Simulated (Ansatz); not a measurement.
A run for Ansatz (a quantum-chemistry and plane-wave program): R-SVWN5/def2-TZVPP on BH2IO2 (SMILES OB(O)I), a point of a torsion scan. Elements past Kr take the def2 small-core potentials; no spin–orbit coupling.

Ansatz 0.2 input:
```yaml
crystal:
  periodic: [false, false, false]
  atoms:
    - {symbol: O, position_ang: [0.18973085, 1.34486555, -0.05456518]}
    - {symbol: B, position_ang: [0.22154743, 0.02237783, 0.08407626]}
    - {symbol: O, position_ang: [1.36141323, -0.65616730, 0.03704112]}
    - {symbol: I, position_ang: [-1.65551688, -1.05317803, 0.24022983]}
    - {symbol: H, position_ang: [0.19198865, 2.01578721, 0.61586939]}
    - {symbol: H, position_ang: [1.37131405, -1.61292893, 0.01199753]}
basis:
  gaussian:
    orbitals: def2-TZVPP
hamiltonian:
  xc: {name: SVWN5}
scf: {lower_state_search: off}
```

Output:

```
WARN ansatz: RAYON_NUM_THREADS=1 ignored (pool sized by the plan → 1); use --threads N
Functional definition: SVWN5
these checks for a lower state are left out or cut short: stability, starts, cluster_reference, orbital_swaps, neighbouring_geometries, increment
integrals: 0.07 GiB planned
956 factors; their error is unknown
mean field: 0.56 GiB planned
mean field evaluation 1: about -12850.3690 eV, gradient 8.4e1 eV
mean field evaluation 2: about -12790.7967 eV, gradient 1.9e2 eV
mean field evaluation 4: about -12861.6919 eV, gradient 8.9e0 eV
mean field evaluation 8: about -12861.8612 eV, gradient 1.6e-1 eV
mean field evaluation 16: about -12861.8524 eV, gradient 3.6e-5 eV
mean field -12861.85239796 eV, -472.6643575485 hartree, gradient 9.0e-6 eV, S^2 0.000000; 0 other end points of the search recorded, 0 dependent functions left out
reference -12861.85243045 eV, -472.6643587424 hartree; 24, 24 occupied and 147, 147 virtual orbitals, 956 factors
Total energy: -12861.85243045 eV, -472.6643587424 hartree
Checks for a lower state left out: stability, starts, cluster_reference, orbital_swaps, neighbouring_geometries, increment
```

The run converged.

Cost: roughly 1.8 core-seconds.
